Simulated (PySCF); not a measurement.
BFHNSi, CH$_{4}$AlBO, CH$_{2}$AlBF, AlBH$_{2}$N and others (calculated)

All values are calculated (PySCF 2.14.0). Calculation on a computer-drawn molecule: the log of a Hartree-Fock and frozen-core CCSD(T) single point meant for a local Hartree-Fock minimum, with one planted fault or none, to be diagnosed. Offsets are logged minus clean, where the clean run is the same molecule without the fault. The reference is restricted for singlets and unrestricted otherwise, and also for a bond in bohr or an excited solution. Adding or removing an electron swaps singlet and doublet. The excited solution moves the top pair (singlet) or top alpha electron (doublet) to the lowest empty orbital. Highest occupied and lowest empty are orbital energies over both spins, largest force is the largest gradient component, triples share is (T) over the correlation energy, the T1 limit is 0.02 restricted and 0.045 unrestricted, electrons count all cores, a negative frequency is imaginary (commonest isotopes), and the dipole is about the centre of nuclear charge.

Common to all runs: meant basis cc-pV(D+d)Z; logged SCF converged yes; possible faults no fault, one electron removed, one electron added, multiplicity raised by two, geometry at a saddle point, SCF held on an excited solution, minimal basis STO-3G, one bond length entered in bohr, all coordinates scaled.

(1) BFHNSi

Logged structure:
```xyz
5
BFHNSi
B     -1.4136    -2.0845     0.5850
N     -0.2071    -1.8058     0.4159
Si     1.3581    -1.2700    -0.0030
F      2.2584    -2.1221     1.0558
H     -2.5435    -2.3481     0.7465
```

* meant charge: 0
* meant multiplicity: 1
* logged electrons: 36
* logged basis functions: 70
* logged spin squared: 2.01
* logged highest occupied: -7.3249 eV
* logged lowest empty: -0.0039439 eV
* logged largest force: 0.022917 hartree/bohr
* logged T1 diagnostic: 0.02082
* logged D1 diagnostic: 0.065137
* logged triples share: 0.030102
* logged CC converged: yes
* logged dipole magnitude: 2.8477 debye
* logged SCF stable within its kind: yes
* logged energy HF: -468.09207 hartree
* logged energy CCSD(T): -468.60215 hartree
* planted fault: multiplicity raised by two
* HF energy offset from clean run: 46.74 kcal/mol
* CCSD(T) energy offset from clean run: 63.29 kcal/mol

Drawn bonds:
```
atom  other atom  order
   1           2      2
   2           3      1
   3           4      1
   1           5      1
```

(2) BFHNSi

Structure as in entry 1.

- meant charge: 0
- meant multiplicity: 1
- logged electrons: 37
- logged basis functions: 70
- logged spin squared: 0.8347
- logged highest occupied: 0.019493 eV
- logged lowest empty: 8.336 eV
- logged largest force: 0.036866 hartree/bohr
- logged T1 diagnostic: 0.024284
- logged D1 diagnostic: 0.078768
- logged triples share: 0.030358
- logged CC converged: yes
- logged dipole magnitude: 2.9434 debye
- logged SCF stable within its kind: yes
- logged energy HF: -468.13954 hartree
- logged energy CCSD(T): -468.68631 hartree
- planted fault: one electron added
- HF energy offset from clean run: 16.96 kcal/mol
- CCSD(T) energy offset from clean run: 10.48 kcal/mol

Drawn bonds:
```
atom  other atom  order
   1           2      2
   2           3      1
   3           4      1
   1           5      1
```

Notes: highest electron not bound in this basis.

(3) CH$_{4}$AlBO

Logged structure:
```xyz
8
CH4AlBO
B     -3.4084     0.6041     0.4909
C     -2.3771    -0.2553     0.1192
Al    -1.4130    -1.0284     1.6240
O     -0.1223    -2.1099     1.2812
H     -4.2657     1.3207     0.9128
H     -2.0646    -0.5317    -0.8993
H     -1.7830    -0.6904     3.1483
H      0.4394    -2.5652     1.9069
```

- meant charge: 0
- meant multiplicity: 1
- logged electrons: 36
- logged basis functions: 85
- logged spin squared: 0
- logged highest occupied: -9.1699 eV
- logged lowest empty: 2.2511 eV
- logged largest force: 0.011555 hartree/bohr
- logged T1 diagnostic: 0.016734
- logged D1 diagnostic: 0.045985
- logged triples share: 0.030157
- logged CC converged: yes
- logged dipole magnitude: 1.2212 debye
- logged SCF stable within its kind: yes
- logged energy HF: -381.68011 hartree
- logged energy CCSD(T): -382.19156 hartree
- planted fault: all coordinates scaled, by +1.5 %
- HF energy offset from clean run: 1.093 kcal/mol
- CCSD(T) energy offset from clean run: -0.4736 kcal/mol

Drawn bonds:
```
atom  other atom  order
   1           2      2
   2           3      1
   3           4      1
   1           5      1
   2           6      1
   3           7      1
   4           8      1
```

(4) CH$_{2}$AlBF

Logged structure:
```xyz
6
CH2AlBF
B     -3.0333    -2.2651     2.2172
C     -2.9520    -1.4736     1.0987
Al    -4.1933     0.0041     1.0883
F     -4.1462     1.0031    -0.2401
H     -3.1853    -2.8748     3.2117
H     -2.2978    -1.5650     0.2383
```

* meant charge: 0
* meant multiplicity: 2
* logged electrons: 35
* logged basis functions: 75
* logged spin squared: 0.9684
* logged highest occupied: -4.8673 eV
* logged lowest empty: -1.7079 eV
* logged largest force: 0.025611 hartree/bohr
* logged dipole magnitude: 3.7629 debye
* logged SCF stable within its kind: no
* logged energy HF: -404.95625 hartree
* planted fault: SCF held on an excited solution
* HF energy offset from clean run: 81.85 kcal/mol

Drawn bonds:
```
atom  other atom  order
   1           2      2
   2           3      1
   3           4      1
   1           5      1
   2           6      1
```

Notes: coupled-cluster numbers left out as unreliable.

(5) AlBH$_{2}$N

Logged structure:
```xyz
5
AlBH2N
B     -1.8637    -2.0399    -0.7602
N     -1.2790    -0.9461    -1.0297
Al    -0.5049     0.5018    -1.3866
H     -2.4026    -3.0476    -0.5121
H      0.2028     1.8255    -1.7129
```

* meant charge: 1
* meant multiplicity: 1
* logged electrons: 26
* logged basis functions: 61
* logged spin squared: 0
* logged highest occupied: -17.502 eV
* logged lowest empty: -3.9143 eV
* logged largest force: 2.424e-05 hartree/bohr
* logged lowest frequency: 161.73 cm⁻¹
* logged T1 diagnostic: 0.016396
* logged D1 diagnostic: 0.035067
* logged triples share: 0.034173
* logged CC converged: yes
* logged dipole magnitude: 1.5732 debye
* logged SCF stable within its kind: yes
* logged energy HF: -322.00875 hartree
* logged energy CCSD(T): -322.31106 hartree
* planted fault: no fault
* HF energy offset from clean run: 0 kcal/mol
* CCSD(T) energy offset from clean run: 0 kcal/mol

Drawn bonds:
```
atom  other atom  order
   1           2      2
   2           3      1
   1           4      1
   3           5      1
```

(6) AlBH$_{2}$N

Structure as in entry 5.

- meant charge: 1
- meant multiplicity: 1
- logged electrons: 25
- logged basis functions: 61
- logged spin squared: 0.7559
- logged highest occupied: -25.165 eV
- logged lowest empty: -13.885 eV
- logged largest force: 0.097399 hartree/bohr
- logged T1 diagnostic: 0.013424
- logged D1 diagnostic: 0.032322
- logged triples share: 0.021298
- logged CC converged: yes
- logged dipole magnitude: 1.3891 debye
- logged SCF stable within its kind: yes
- logged energy HF: -321.44421 hartree
- logged energy CCSD(T): -321.68938 hartree
- planted fault: one electron removed
- HF energy offset from clean run: 354.3 kcal/mol
- CCSD(T) energy offset from clean run: 390.1 kcal/mol

Drawn bonds:
```
atom  other atom  order
   1           2      2
   2           3      1
   1           4      1
   3           5      1
```

(7) Al$_{2}$BH$_{3}$N

Logged structure:
```xyz
7
Al2BH3N
B     -2.6174    -0.7314     1.6797
N     -1.7921    -0.1309     0.9428
Al    -0.4863     0.5542     0.0415
Al    -1.4982     2.3919    -1.6542
H     -3.3968    -1.2811     2.3583
H      1.0545     0.3584    -0.0071
H     -2.1583     3.4409    -2.6090
```

* meant charge: 1
* meant multiplicity: 1
* logged electrons: 41
* logged basis functions: 89
* logged spin squared: 0.7734
* logged highest occupied: -5.6683 eV
* logged lowest empty: 0.88197 eV
* logged largest force: 0.035603 hartree/bohr
* logged T1 diagnostic: 0.023477
* logged D1 diagnostic: 0.07863
* logged triples share: 0.036346
* logged CC converged: yes
* logged dipole magnitude: 2.6177 debye
* logged SCF stable within its kind: yes
* logged energy HF: -564.71609 hartree
* logged energy CCSD(T): -565.11402 hartree
* planted fault: one electron added
* HF energy offset from clean run: -119.2 kcal/mol
* CCSD(T) energy offset from clean run: -130.8 kcal/mol

Drawn bonds:
```
atom  other atom  order
   1           2      2
   2           3      1
   3           4      1
   1           5      1
   3           6      1
   4           7      1
```

(8) Al$_{2}$BH$_{3}$N

Structure as in entry 7.

- meant charge: 1
- meant multiplicity: 1
- logged electrons: 39
- logged basis functions: 89
- logged spin squared: 0.7671
- logged highest occupied: -19.553 eV
- logged lowest empty: -11.672 eV
- logged largest force: 0.071101 hartree/bohr
- logged T1 diagnostic: 0.091387
- logged D1 diagnostic: 0.48912
- logged triples share: 0.033197
- logged CC converged: yes
- logged dipole magnitude: 2.8028 debye
- logged SCF stable within its kind: yes
- logged energy HF: -564.04009 hartree
- logged energy CCSD(T): -564.37971 hartree
- planted fault: one electron removed
- HF energy offset from clean run: 305 kcal/mol
- CCSD(T) energy offset from clean run: 329.9 kcal/mol

Drawn bonds:
```
atom  other atom  order
   1           2      2
   2           3      1
   3           4      1
   1           5      1
   3           6      1
   4           7      1
```

Notes: T1 above single-reference limit.
